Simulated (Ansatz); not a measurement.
CH6GaO, that is [Ga(OMe)H3]- with one electron fewer. The state is a doublet with charge 0. Geometry PBE0-D4/def2-TZVPD; atoms count from 1.

```xyz
9

Ga    0.341    1.298   -0.753
O    -0.806    0.019    0.045
C    -0.324   -1.051    0.797
H     0.766   -1.035    0.914
H    -0.638   -2.002    0.356
H    -0.781   -0.982    1.793
H    -0.477    2.518   -1.276
H     0.166   -0.032   -1.804
H     1.754    1.268   -0.073
```

Estimate the Mulliken populations from the PBE0/def2-TZVPD orbitals of Ansatz.


| atom | charge (e) | spin (α − β) |
| --- | --- | --- |
| Ga1 | 0.36 | 0.03 |
| O2 | -0.21 | 0.46 |
| C3 | -0.41 | -0.02 |
| H4 | 0.23 | -0.01 |
| H5 | 0.19 | 0.01 |
| H6 | 0.20 | 0.05 |
| H7 | -0.13 | 0.02 |
| H8 | -0.05 | 0.44 |
| H9 | -0.18 | 0.02 |
Mulliken values depend strongly on the basis. With diffuse functions, as here, like atoms can get unlike values, and bond orders can come out too low or too high.

Where does the spin sit?

Summed by element: Ga 0.03, O 0.46, C -0.02, H 0.53, of 1 unpaired in all. Largest on single atoms: O2 0.46, H8 0.44, H6 0.05.

And the Mayer bond orders between heavy atoms (over 0.3)?

Ga1–O2 0.81 (1.89 Å); O2–C3 0.90 (1.39 Å).
